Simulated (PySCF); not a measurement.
Job for PySCF: R-BP86/6-31G* on GeH5P (SMILES [PH2][GeH3]), a point of a torsion scan.

```python
from pyscf import gto, scf, dft, mp
from pyscf.data.elements import chemcore

mol = gto.M(
    atom='''
    P     1.40517331   -0.37462472    0.52330564
    Ge   -0.79031802    0.08295060    0.05952925
    H     1.82590654    0.89454855    0.14683599
    H     1.65627736   -0.89946975   -0.73664555
    H    -1.18084161    0.00399410   -1.38913050
    H    -1.69056647   -0.88357634    0.76896120
    H    -1.19737676    1.44550798    0.53481755
    ''',
    basis='6-31g*',
    cart=True,
    charge=0, spin=0, verbose=3, max_memory=1800)
mf = dft.RKS(mol, xc='b88,p86')
mf.conv_tol = 1e-8
mf.max_cycle = 100
mf.kernel()
if not mf.converged:
    mf = mf.newton().run(mf.mo_coeff, mf.mo_occ)
```

Predict the final total energy.

-2421.3505 hartree.
